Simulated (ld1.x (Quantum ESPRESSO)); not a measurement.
# What one change does to a pseudopotential (tellurium (Te), TM)

ld1.x (Quantum ESPRESSO) 7.5 input, shortened:

```
&input
   title='Te', zed=52., rel=2, dft='PZ', iswitch=3,
   config='[Kr] 4d10 5s2 5p4', rel_dist='average'
 /
 &inputp
   pseudotype=2, tm=.true., lloc=-1, rcloc=1.40,
   nlcc=.false.
 /
2
5S  1  0   2.00   0.00  1.70  1.70  0.0
5P  2  1   4.00   0.00  2.30  2.30  0.0
 &test
   configts(1)='5s2 5p4'
 /
```

Open shells are filled in proportion to 2j + 1 (rel_dist='average').

All-electron outer shells of the reference configuration (LDA (PZ), scalar-relativistic, ld1.x):

```csv
shell,level (eV),outermost node (bohr),outermost maximum (bohr)
4p,-114.19,0.38,0.74
4d,-41.70,0.36,0.81
5s,-15.36,0.91,1.77
5p,-6.12,1.00,2.17
```

Change: local potential the p channel.

Cutoffs: the cutoffs (Ry, on a coarse ladder) from which the occupation-weighted sum of valence levels, in a spherical-Bessel basis at the reference potential, stays within 10 and 1 mRy of its value at 400 Ry; they do not see the model core or the augmentation charge, which bear on the density cutoff. Errors are all-electron minus pseudo energies relative to the spin-unpolarised reference configuration.

Problem. Predict the effect on cutoff, ghosts and configuration errors.

Solution. The potential gets neither clearly harder nor softer (30 Ry and 50 Ry → 30 Ry and 55 Ry); the bound ghost in d, s disappears; the miss of the reference levels goes from 0.00 to 0.56 eV; the number of tests that count goes from 6 to 7; of the 6 tests that both files solve, the error grows in 3 and shrinks in 3 by more than 15 % and 0.3 meV (median size 107.5 → 19.3 meV); the range in which the s phases agree narrows (upper end 2.6 → 1.3). In the separable form a ghost depends on how the local part lies against the semilocal potential of the channel, so the choice of the local part can create or remove one. In the changed file the local p channel has no projectors, so it cannot carry the spin–orbit splitting, and the file is wrong for that shell.

```csv
quantity,base,changed
"cutoff, loose",30 Ry,30 Ry
"cutoff, tight",50 Ry,55 Ry
loose cutoff by channel (10 mRy a level),"s 21 Ry, p 8 Ry","s 21 Ry, p 12 Ry"
bound ghosts,"s, d",none
"largest miss of a reference level, eV",0.00,0.56
"tests counted (converged, no solver errors)",6 of 7,7 of 7
"error for 5s2 5p3, meV [ΔE 9.94 eV]",+38,+22
"error for 5s2 5p2, meV [ΔE 28.14 eV]",+316,+67
"error for 5s2 5p4.3, meV [ΔE -1.52 eV]",+1.5,-4.8
"error for 5s2 5p0, meV [ΔE 92.34 eV]",+248,+377
"error for 5s2 5p3.5, meV [ΔE 4.00 eV]",+7.0,+9.2
"error for 5s1 5p4, meV [ΔE 19.83 eV]",+177,+17
s: phases at 2.50 bohr within 0.05 rad from the reference energy up to (Ry; the scan ends near 5),2.6,1.3
p1/2: phases at 2.50 bohr within 0.05 rad from the reference energy up to (Ry; the scan ends near 5),0.2,n/a
p3/2: phases at 2.50 bohr within 0.05 rad from the reference energy up to (Ry; the scan ends near 5),n/a,n/a
```

Base: Tests not counted: 5s2 5p1 (solver errors, printed error +4.1 eV). A true bound ghost makes a file unfit for plane-wave use even where its test errors are small: the radial tests pick states by their node count and pass the ghost by. Where a test does run into it, the solver fails or the error is huge.
